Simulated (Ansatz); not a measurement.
`[CH3][W]([CH3])(=[O])=[S]` + H₂O → `[CH3][W](=[O])([OH])=[S]` + CH₄  (formal hydrolysis of a W–C bond)

Program: Ansatz. Geometries: PBE0-D4/def2-TZVP. ΔE: electronic, gas phase. CCSD(T)/CBS adds triple-zeta CCSD(T) − MP2 to the extrapolated MP2 energy (def2 sets, frozen cores). This one scheme is used for every species. DFT in def2-TZVPP. B3LYP here is the variant with VWN-RPA as its local correlation; programs differ in this. HSE06 is defined as in plane-wave codes. def2 core potentials past Kr. For W outer-core shells are correlated without core-valence functions, which leaves a few kJ/mol of doubt a bond. Each species was taken in one conformer, which may not be the lowest.

```json
{"level": "BLYP-D4", "ΔE (kJ/mol)": "-138.7", "difference from CCSD(T)/CBS": "-12.2"}
{"level": "HSE06-D4", "ΔE (kJ/mol)": "-128.8", "difference from CCSD(T)/CBS": "-2.3"}
{"level": "PBE-QIDH", "ΔE (kJ/mol)": "-129.4", "difference from CCSD(T)/CBS": "-2.9"}
{"level": "BLYP", "ΔE (kJ/mol)": "-143.3", "difference from CCSD(T)/CBS": "-16.8"}
{"level": "B3LYP", "ΔE (kJ/mol)": "-141.0", "difference from CCSD(T)/CBS": "-14.5"}
{"level": "BHLYP", "ΔE (kJ/mol)": "-141.0", "difference from CCSD(T)/CBS": "-14.5"}
{"level": "LC-ωPBE", "ΔE (kJ/mol)": "-139.6", "difference from CCSD(T)/CBS": "-13.1"}
{"level": "CCSD/def2-TZVPP", "ΔE (kJ/mol)": "-128.6", "difference from CCSD(T)/CBS": "-2.1"}
{"level": "CCSD(T)/def2-TZVPP", "ΔE (kJ/mol)": "-128.6", "difference from CCSD(T)/CBS": "-2.1"}
{"level": "MP2/CBS(def2)", "ΔE (kJ/mol)": "-124.2", "difference from CCSD(T)/CBS": "2.3"}
{"level": "CCSD(T)/CBS", "ΔE (kJ/mol)": "-126.5", "difference from CCSD(T)/CBS": "0"}
```

Largest T1 diagnostic among the species: 0.023, so the coupled-cluster value is less sure than usual.

In def2-TZVPP, CCSD(T) changes the Hartree–Fock value by +15.5 kJ/mol (the triples alone add +0.0 kJ/mol) and MP2 by +17.8 kJ/mol. From r2SCAN to r2SCAN0 (25 % exact exchange), in def2-TZVPP and without D4, ΔE moves by +4.1 kJ/mol.

CCSD(T)/CBS has its own doubt, a few kJ/mol and more with outer-core shells, so smaller differences from it don't rank the levels.
